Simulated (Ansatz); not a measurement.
Basis-set extrapolation for `N[Si](F)(F)S` (PBE0-D4/def2-TZVP geometry, frozen core, Ansatz 0.2.0). Multiplicity 1, RHF reference.

```tsv
	def2-TZVPP	def2-QZVPP
HF	-941.902656	-941.936051
MP2 correlation	-1.001039	-1.091722
CCSD(T) correlation	-1.064552	not run
```

Energies in hartree. Use E(X) = E(∞) + A·exp(−7.88·√X) for Hartree–Fock and E(X) = E(∞) + B·X^(−2.97) for correlation, with X = 3 and 4, and add CCSD(T) minus MP2 of the smaller set to the MP2 limit.

**Question.** What is the CCSD(T) energy at the basis-set limit?

**Answer.** HF limit: -941.936051 + (-0.033395) × 0.13774 = -941.94065. MP2 limit: -1.091722 + (-0.090683) × 0.74074 = -1.15889. Higher-order term: -1.064552 − (-1.001039) = -0.06351. Total: -943.16305 hartree, 514.2 kJ/mol below CCSD(T)/def2-TZVPP.
